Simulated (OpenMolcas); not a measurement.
Tm3+ among 6 point charges of -1 e arranged as an octahedron (Oh), 2.38 Å from the ion.

- Program: OpenMolcas
- Method: SS-CASPT2, IPEA 0.25 Eh, imaginary shift 0.1 Eh (closed shells correlated: 5s 5p)
- Basis: ANO-RCC-VDZP [7s6p4d2f1g]
- Scalar Hamiltonian: DKH2, point nucleus
- Active space: 12 electrons in 7 orbitals (4f)
- State averaging: 2S+1 = 3 even, 21 roots; 2S+1 = 1 even, 27 roots kept (CI in the orbitals of an earlier block)
- Spin-orbit coupling: state interaction with AMFI integrals over the reference wave functions

Task: What is the spin-free ground state (labels of O, the rotations of Oh)?

Result: 3T1, 3-fold in its orbital part, 100 % from free-ion H terms; it has the highest spin that f12 allows.

Task: Where is the first state of the same spin?

Result: 3E at 55.5 cm-1 above the ground state.

Task: What are the lowest two levels with spin-orbit coupling?

Result: A 1-fold level A1, then a 3-fold level T1 31 cm-1 above it. Their leading multiplicities are 3 (99 %) and 3 (99 %).

Task: What is χT at 300 K, and how does it compare with the textbook value?

Result: Hund's rules give f12 the level 3H6 with g = 1.167, so an isolated free-ion multiplet has χT = g² J(J+1) / 8 = 7.146 cm3 K/mol. The computed 7.108 at 300 K differs by -1 %, through the field's splitting, the mixing of terms and any other multiplet in reach.

Roots that are degenerate in the reference are averaged as groups; the widest CASPT2 spread within a group is 510 cm-1 (the 3-fold group of multiplicity 1 near 9080 cm-1 above the lowest state of its run). Shifts and gaps below about the spread of the groups concerned are not significant. Point charges carry no covalency, so the field is a model and not that of real ligands. The first state left out of the spin-orbit step lies near 83000 cm-1 above the lowest spin-free state of the reference (among the parities and spins computed), and the lists stop at four fifths of that energy or lower. No measured value stands beside these numbers.
